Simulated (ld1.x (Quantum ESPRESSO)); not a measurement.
## Mn PAW: all-electron and pseudo phase curves

ld1.x (Quantum ESPRESSO) 7.5 input, shortened:

```
&input
   title='Mn', zed=25., rel=2, dft='PZ', iswitch=3,
   config='[Ar] 3d4 4s0 4p0', rel_dist='average'
 /
 &inputp
   pseudotype=3, lpaw=.true., tm=.true., lloc=-1, rcloc=1.80,
   nlcc=.false.,
   which_augfun='BESSEL', rmatch_augfun=1.25
 /
6
4S  1  0   0.00   0.00  1.65  1.75  0.0
4S  1  0   0.00  -1.85  1.65  1.75  0.0
4P  2  1   0.00   0.00  1.90  2.40  0.0
4P  2  1   0.00   1.95  1.90  2.40  0.0
3D  3  2   4.00   0.00  1.15  1.45  0.0
3D  3  2   0.00  -2.10  1.15  1.45  0.0
 &test
   configts(1)='3d4 4s0 4p0'
 /
```

Open shells are filled in proportion to 2j + 1 (rel_dist='average').

The phase is arctan(r·u′/u) with u = r·R(r), unwrapped; energies in Ry, scanned from -5 to 5 Ry. A pole is an energy at which the radial function vanishes at the test radius. The pseudo phase is shifted by a multiple of π to meet the all-electron one at the reference energy, and phase errors are pseudo minus all-electron; the curves can meet again beyond the range given. Levels narrower than the energy grid can be missing from the lists of poles.

```
channel  radius (bohr)  reference energy (Ry)  poles, all-electron  poles, pseudo  unbroken range about the reference energy with phases within 0.05 rad  phase error 1 Ry above the reference energy (rad)
      s           2.58                  -2.22                -0.63          -0.61                                                              below 1.8                                             +0.001
   p1/2           2.58                  -1.72                 0.32           0.31                                                              below 3.5                                             -0.001
   p3/2           2.58                  -1.71                 0.36           0.36                                                              below 3.5                                             -0.001
   d3/2           2.58                  -3.06          -2.97, 1.95    -2.97, 1.96                                                              below 4.9                                             +0.000
   d5/2           2.58                  -3.04          -2.96, 1.96    -2.96, 1.98                                                              below 4.8                                             +0.000
```

The ghost test of this file was not conclusive.

Phases in the p3/2 channel:

```csv
E (Ry),all-electron,pseudo
-5.00,1.335,1.331
-4.74,1.322,1.318
-4.48,1.306,1.303
-4.22,1.288,1.285
-3.96,1.266,1.263
-3.70,1.239,1.236
-3.44,1.204,1.201
-3.18,1.157,1.155
-2.92,1.092,1.089
-2.66,0.993,0.991
-2.40,0.833,0.831
-2.14,0.542,0.541
-1.88,0.026,0.026
-1.62,-0.584,-0.584
-1.36,-0.985,-0.986
-1.10,-1.203,-1.204
-0.84,-1.331,-1.332
-0.58,-1.413,-1.414
-0.32,-1.472,-1.472
-0.06,-1.516,-1.517
0.20,-1.551,-1.552
0.46,-1.581,-1.582
0.72,-1.608,-1.609
0.98,-1.633,-1.633
1.24,-1.657,-1.657
1.50,-1.681,-1.682
1.76,-1.707,-1.707
2.02,-1.735,-1.735
2.28,-1.768,-1.768
2.54,-1.806,-1.808
2.80,-1.856,-1.859
3.06,-1.923,-1.932
3.32,-2.021,-2.044
3.58,-2.177,-2.243
3.84,-2.453,-2.648
4.10,-2.945,-3.372
4.36,-3.555,-3.975
4.62,-3.976,-4.273
4.88,-4.206,-4.430
```
